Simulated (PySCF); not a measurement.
C3H3BrClF, SMILES C(/C)(Br)=C(\Cl)F.

The structure is a stationary point at B3LYP-D3(BJ)/def2-SVP. The structure was generated by enumeration; whether it is a known compound was not checked.

These are PBE0/def2-TZVP run with PySCF values and carry that method's errors.

Gas-phase values at a fixed geometry.

Estimate the frontier levels, gap, dipole moment and polarisability. (The exact figures need the calculation; the answer reports its results.)


The highest occupied level is -7.11 eV. The lowest empty level is -0.38 eV. The orbital gap comes out as 6.72 eV. The dipole moment is 0.274 e·Å and the quadrupole, principal values (traceless, Buckingham form, about the centre of nuclear charge) is -4.09, -1.54, 5.63 D·Å. The mean static polarisability is 68.6 bohr³ (10.16 Å³). The polarisability, principal values is 45.6, 74.1, 86.0 bohr³.
